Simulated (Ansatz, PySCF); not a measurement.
ZrOF, SMILES [Zr](=[O])[F] (connectivity only; charge and spin as stated), neutral, multiplicity 2. Atoms are numbered in the order given.

```xyz
3

Zr     0.4029     0.0926     0.0000
O     -0.7440     1.3990     0.0000
F     -0.6066    -1.5300     0.0000
```
Charge 0, spin multiplicity 2.

Coordinates come from a r2SCAN-D4/def2-TZVP optimisation. The multiplicity is an assumed one; other spin states were not compared. The def2 effective core potentials stand for the cores of Zr; spin–orbit coupling is left out.

Two levels are set side by side: PBE-D3(BJ)/def2-TZVP (Ansatz, a first-principles code) and r2SCAN-D4/def2-TZVP (Ansatz). Each level has its own optimised geometry; the coordinates shown are those of the second. Frequencies come from the Hessian of PySCF at each geometry. Differences are taken from unrounded values.

```csv
quantity,r2SCAN-D4,PBE-D3(BJ),PBE-D3(BJ) minus r2SCAN-D4
mean bond length (Å),1.825,1.832,0.007
bond Zr1–O2 (Å),1.738,1.746,0.008
bond Zr1–F3 (Å),1.911,1.917,0.006
highest harmonic wavenumber (cm⁻¹),967,942,-25
mean harmonic wavenumber (cm⁻¹),616,602,-14
zero-point energy (kcal/mol),2.64,2.58,-0.06
```
